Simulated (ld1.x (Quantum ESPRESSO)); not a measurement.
Configuration tests for manganese (ultrasoft)

* Element: manganese
* Generator: ld1.x (Quantum ESPRESSO) 7.5
* Type: ultrasoft
* Functional: PBE
* Relativity: scalar-relativistic
* Frozen core: [Ar]
* Valence charge: 7
* Reference configuration: 3d5 4s2 4p0
* Partial waves: 4s (bound): rcut 2.20, rcutus 2.50 bohr; 4s channel at 1.55 Ry: rcut 2.20, rcutus 2.50 bohr; 4p (bound, empty): rcut 3.05, rcutus 3.80 bohr; 4p channel at 0.4 Ry: rcut 3.05, rcutus 3.80 bohr; 3d (bound): rcut 1.20, rcutus 1.45 bohr; 3d channel at -0.05 Ry: rcut 1.20, rcutus 1.45 bohr; 4f channel at 0.3 Ry: rcut 2.80, rcutus 3.55 bohr; 4f channel at 1.85 Ry: rcut 2.80, rcutus 3.55 bohr
* Local potential: all-electron potential smoothed inside 1.30 bohr (lloc = -1)
* Core correction: a·sin(br)/r model core inside 0.85 bohr
* Augmentation charge: built from norm-conserving waves at rcut, not smoothed further

Energies are relative to the spin-unpolarised reference configuration 3d5 4s2 4p0; without spin polarisation the order of configurations can differ from experiment.

Problem. Give the all-electron excitation energy and the error of the potential for: 3d5 4s1 4p0; 3d5 4s0 4p0; 3d4 4s0 4p0; 3d5 4s0 4p1; 3d5 4s1.5 4p0; 3d6 4s1 4p0; 3d6 4s0 4p0.

Solution.

```
valence configuration  charge  ΔE all-electron (eV)  error AE − PS (meV)
          3d5 4s1 4p0      +1                 8.416                 -9.3
          3d5 4s0 4p0      +2                24.015                  -50
          3d4 4s0 4p0      +3                56.534                 -183
          3d5 4s0 4p1      +1                13.156                  -18
        3d5 4s1.5 4p0    +0.5                 3.361                 -2.1
          3d6 4s1 4p0       0                -0.358                 -125
          3d6 4s0 4p0      +1                 6.813                 -241
```

Note: ghost state, extra bound levels that the all-electron valence spectrum of the same l lacks: s at -83.5 eV. A true bound ghost makes a file unfit for plane-wave use.
